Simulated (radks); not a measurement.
The numbers below are computed, except where a source is named.
Problem. All-electron atom: Si5+ in [He] 2s2 2p5. Level of theory: scalar-relativistic Kohn-Sham, LDA (Slater exchange, Perdew-Wang correlation), spin-unpolarised, spherical densities, finite nucleus; Fermi nuclear charge, rms radius 3.1224 fm (a radial shooting solver on a logarithmic mesh with Libxc functionals). Some entries of the table are withheld. Estimate them.

orbital  occ.  eigenvalue (hartree)  r(max) (bohr)  <r^2> (bohr^2)
1s          2             -69.23938        0.07283         0.01675
2s          2              -8.44200         0.4476             (1)
2p          5              -6.90990         0.3756             (2)

Solution. 
(1) 2s <r^2> (bohr^2): 0.3589
(2) 2p <r^2> (bohr^2): 0.3197
